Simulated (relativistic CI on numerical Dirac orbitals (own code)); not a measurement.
## d1 to d9 in one octahedral field

Computed with a parametric ligand-field model without spin-orbit coupling, by exact diagonalisation: B = 810, C = 3940, 10Dq = 16800 cm⁻¹ (Oh; |10Dq|/B = 20.7) for every shell. Energies in cm⁻¹; the field energy is (0.6 n_e − 0.4 n_t2) × 10Dq of the ground term; g labels are left out.

```tsv
Shell	Ground term	Electrons in e	Field energy	First spin-allowed bands	Lowest term of other spin
d1	2T2	0.000	-6720	2E 16800	
d2	3T1	0.036	-12830	3T2 15314, 3T1 25977	1T2 13205
d3	4A2	0.000	-20160	4T2 16800, 4T1 24476	2E 17701
d4	5E	1.000	-10080	5T2 16800	3T1 6036
d5	6A1	2.000	0	none	4T1 14163
d6	1A1	0.078	-39010	1T1 14584, 1T2 23711	5T2 753
d7	4T1	2.036	-12830	4T2 15314, 4T1 25977	2E 1403
d8	3A2	2.000	-20160	3T2 16800, 3T1 24476	1E 14133
d9	2E	3.000	-10080	2T2 16800
```

Low spin: d6; the other shells keep the spin of the free ion. Only d4 to d7 can choose; the field needed to pair spins is smallest for d6 and largest for d5, which loses most exchange energy. In the strong-field picture 10Dq must exceed about 6B + 5C = 24560 (d4), 7.5B + 5C = 25775 (d5), 2.5B + 4C = 17785 (d6) and 4B + 4C = 19000 (d7); mixing of terms shifts these bounds somewhat.
